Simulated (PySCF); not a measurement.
Computed shifts of a molecule C5H5FO, PBE/pcSseg-1 run with PySCF, GIAO, gas phase, atoms alike by connectivity averaged where their shifts nearly agree, in ppm (number of nuclei): ¹³C: 198.7 (1), 170.4 (1), 143.4 (1), 36.9 (1), 26.7 (1). ¹⁹F: -156.2 (1). ¹H: 7.06 (1), 2.78 (2), 2.47 (2). References: ¹⁷O against H2O (σ = 334.3 ppm); ¹³C against TMS (σ = 182.0 ppm); ¹⁹F against CFCl3 (σ = 133.6 ppm); ¹H against TMS (σ = 31.49 ppm), references at their B3LYP-D3(BJ)/def2-TZVP geometries, non-relativistic. Geometry optimised at PBE0-D3(BJ)/def2-SVP. Other conformers were not sampled.

Question: Identify the compound among the candidates.
A) C#CCO/C=C\F
B) C#C[C@@H](F)CC=O
C) C#C/C(=C/F)OC
D) O=C1CCC=C1F

Answer: D, O=C1CCC=C1F
